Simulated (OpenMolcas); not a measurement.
Ti2+: ligand-field states by method

Ti2+ with 4 ligands (bromide) in tetrahedral coordination (Td) at 2.64 Å. A charge of +0.5 e stands 2.6 Å behind each ligand. Ligand basis ANO-RCC-VDZP.

```yaml
Program: OpenMolcas
Basis: ANO-RCC-VTZP [6s5p3d2f1g]
Scalar_Hamiltonian: DKH2, point nucleus
Active_space: 2 electrons in 5 orbitals (3d)
State_averaging: 2S+1 = 3 even, 10 roots; 2S+1 = 1 even, 15 roots
Spin-orbit_coupling: RASSI with atomic mean-field integrals over the reference wave functions
```

I. CASSCF
II. SS-CASPT2, IPEA 0.25 Eh, imaginary shift 0.1 Eh (closed shells correlated: 3s 3p and the ligand valence shells)

Spin-free states (labels of Td) in cm-1, each column counted from its own energy of the first state listed:

```json
{"State": "3A2", "Degeneracy": "1", "I": "0", "II": "0"}
{"State": "3T2", "Degeneracy": "3", "I": "2483", "II": "1880"}
{"State": "3T1", "Degeneracy": "3", "I": "4333", "II": "3510"}
{"State": "1E", "Degeneracy": "2", "I": "11432", "II": "7300"}
{"State": "1T2", "Degeneracy": "3", "I": "13545", "II": "8670"}
{"State": "3T1", "Degeneracy": "3", "I": "15192", "II": "11530"}
{"State": "1A1", "Degeneracy": "1", "I": "17511", "II": "12850"}
{"State": "1T1", "Degeneracy": "3", "I": "18021", "II": "13810"}
{"State": "1E", "Degeneracy": "2", "I": "18925", "II": "15050"}
{"State": "1T2", "Degeneracy": "3", "I": "19815", "II": "15350"}
{"State": "1A1", "Degeneracy": "1", "I": "41223", "II": "29630"}
```

From I to II, I's first state of the same spin (3T2) moves from 2483 to 1880 cm-1, by about -600 cm-1.

From I to II, I's first state of another spin (1E) moves from 11432 to 7300 cm-1, by about -4100 cm-1.

χT at 300 K: I 1.06, II 1.08 cm3 K/mol.

Roots that are degenerate in the reference are averaged as groups; the widest CASPT2 spread within a group is 810 cm-1 (the 3-fold group of multiplicity 3 near 1880 cm-1 above the lowest state of its run, II). Shifts and gaps below about the spread of the groups concerned are not significant. Over all roots computed the reference weight is 0.74 to 0.76 in II; a low but even weight reflects the number of correlated electrons. Ligand-to-metal charge-transfer states are missing. With no ligand orbital active B as a rule stays too high, so bands that hang on it stand too high and its fall with covalency is understated. Without dynamic correlation the repulsion within the d shell is too large (B by tens of per cent), so at a given field states of lower spin stand too high (holds for I). With metal d orbitals alone and no dynamic correlation the field as a rule comes out too small, by tens of per cent, by up to half for chloride and softer ligands (holds for I). These CASPT2 states fit no ligand-field parameters well, so their order and spin gaps are uncertain (holds for II). With one d shell and no ligand orbital active, 10Dq can be off by tens of per cent for divalent 3d ions, low with halides held by bare charges and at times high in hosts (holds for II). Free-ion shares, where given, are those of the reference states; single-state CASPT2 does not remix them (holds for II). No measured value stands beside these numbers; the geometry is a model, was not optimised and need not be the one that this ion takes.
